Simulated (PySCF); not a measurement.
# Ni: ionisation energy

Ni [Ar] 3d8 4s2 [3d3/2^4 3d5/2^4, M_J = 4] → Ni⁺ [Ar] 3d9 [3d3/2^4 3d5/2^5, M_J = 5/2], as a difference of total energies. Computed with PySCF 2.14 in x2c-SVPall-2c with one added diffuse shell each of s, d type (6s5p4d1f, 48 functions), with the two-component X2C-1e Hamiltonian. Correlated levels: [Ne] frozen; the 6 highest virtual spinors dropped. "Screened" scales the spin-orbit matrix elements by Boettger's factors to mimic the two-electron term; Breit and QED terms are absent.

| method | ionisation energy (eV) | error (eV) |
| --- | --- | --- |
| GHF (spin-free) | 8.086 | +0.446 |
| GMP2 (spin-free) | 6.601 | -1.039 |
| GHF (screened spin-orbit) | 8.134 | +0.494 |
| GMP2 (screened spin-orbit) | 6.649 | -0.991 |

Reference: 7.640 eV (measured; NIST Atomic Spectra Database, ionization energies).

Errors of the correlated levels include the incompleteness of this basis and the frozen core.

The labels give the starting determinants; with spin-orbit coupling the two ends relaxed to ⟨J²⟩ = 20.01, ⟨L²⟩ = 12.01, ⟨S²⟩ = 2.00 and ⟨J²⟩ = 8.76, ⟨L²⟩ = 6.01, ⟨S²⟩ = 0.75.

MP2 underrates the near-degeneracy of ns² with np² in the lower species.
